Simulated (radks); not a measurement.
Removal energies from the cobalt ion Co5+, [Ar] 3d4, by Delta-SCF beside the eigenvalue of the level emptied. All-electron calculation, scalar-relativistic Kohn-Sham, BLYP, spin-polarised, spherical densities, finite nucleus; Fermi nuclear charge, rms radius of each element as measured or else 0.836 A^(1/3) + 0.57 fm. Program: a radial shooting solver on a logarithmic mesh with Libxc functionals. Open shells are filled with parallel spins first.

\begin{tabular}{lrrr}
removed from & final configuration & Delta-SCF (eV) & -eigenvalue (eV) \\ \hline
3d & [Ar] 3d3 & 103.50 & 91.159 \\
3p & [Ne] 3s2 3p5 3d4 & 157.67 & 145.53 \\
3s & [Ne] 3s1 3p6 3d4 & 195.32 & 182.94 \\
2p & [He] 2s2 2p5 3s2 3p6 3d4 & 893.54 & 859.10 \\
\end{tabular}
